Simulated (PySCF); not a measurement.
Compound: C5H7NO2S.
Z-matrix (Å and degrees, GFN2-xTB geometry), rows numbered from 1:
```
C 
N   1  1.4451
C   2  1.4449  1  115.89
C   2  1.3644  1  116.86  3  -147.99
C   4  1.3489  2  128.87  1    -9.59
O   5  1.3763  4  115.75  2  -174.35
C   6  1.3175  5  115.27  4    -0.89
O   7  1.1921  6  126.55  5  -179.73
S   4  1.7649  2  121.69  1   175.43
H   1  1.0890  2  109.39  3  -157.25
H   1  1.0880  2  108.52  3   -38.84
H   1  1.0963  2  112.47  3    81.72
H   3  1.0894  2  108.76  1    53.70
H   3  1.0882  2  109.37  1   172.28
H   3  1.0964  2  112.22  1   -66.87
H   5  1.0704  4  130.06  2     4.91
```

Hirshfeld charges (e) from the PBE0/pcSseg-1 density (PySCF), one withheld:

```csv
atom,bonded to,charge
C1,N2 H10 H11 H12,-0.0586
N2,C1 C3 C4,-0.0619
C3,N2 H13 H14 H15,-0.0642
C4,N2 C5 S9,+0.0052
C5,C4 O6 H16,?
O6,C5 C7,-0.0782
C7,O6 O8 S9,+0.1771
O8,C7,-0.2682
S9,C7 C4,+0.0587
H10,C1,+0.0507
H11,C1,+0.0560
H12,C1,+0.0392
H13,C3,+0.0532
H14,C3,+0.0419
H15,C3,+0.0393
H16,C5,+0.0580
```

Task: What is the charge on C5?

Result: The charges add up to the total charge, 0. The others sum to +0.0482, which leaves -0.0482 e for C5 (unsaturated ring CH carbon); the computed value is -0.0483, the difference coming from rounding and the integration grid.

Task: Add each hydrogen's charge to the atom that carries it.

Result: C1 +0.0873, C3 +0.0702, C5 +0.0097. Atoms without hydrogen keep their charges.

Task: Across which bond do the charges differ most?

Result: C7–O8: +0.1771 on C7 against -0.2682 on O8, a difference of 0.4453 e. The lower charge is on the more electronegative element of the two (Pauling values: O 3.44, C 2.55).

Task: Take the bonds between elements whose Pauling electronegativities differ by more than 0.25. In how many does the more electronegative atom carry the lower charge?

Result: In 12 of 13; it doesn't in N2–C3.

Task: How much positive and how much negative charge does this set hold in all?

Result: +0.5793 e on 10 atoms and -0.5794 e on 6.

The Hirshfeld scheme divides the density at each point in proportion to the densities of the neutral, spherically averaged free atoms. Isolated species at its GFN2-xTB geometry, gas phase.
